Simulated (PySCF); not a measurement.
H₄PSi, SMILES [SiH3][PH], multiplicity 2.

The structure is a stationary point at PBE-D3(BJ)/def2-TZVP. The isomer is the one that the SMILES or the coordinates give; other isomers of the formula were not compared.

Method: PBE0/def2-TZVPD in PySCF.

The molecule is in vacuum.

Q: Estimate the frontier levels, dipole moment and polarisability. (The exact figures need the calculation; the answer reports its results.)

A: 
```
Item                                                                                                            Result
---------------------------------------------------------------------------------------------  -----------------------
α spin, highest occupied and lowest empty level                                                     -7.25 and -0.06 eV
β spin, highest occupied and lowest empty level                                                     -7.86 and -3.40 eV
dipole moment                                                                                                   0.56 D
quadrupole, principal values (traceless, Buckingham form, about the centre of nuclear charge)    -2.27, 0.47, 1.80 D·Å
mean static polarisability                                                                        59.1 bohr³ (8.75 Å³)
polarisability, principal values                                                                50.0, 53.1, 74.1 bohr³
⟨S²⟩                                                                                           0.757 (pure state 0.75)
```
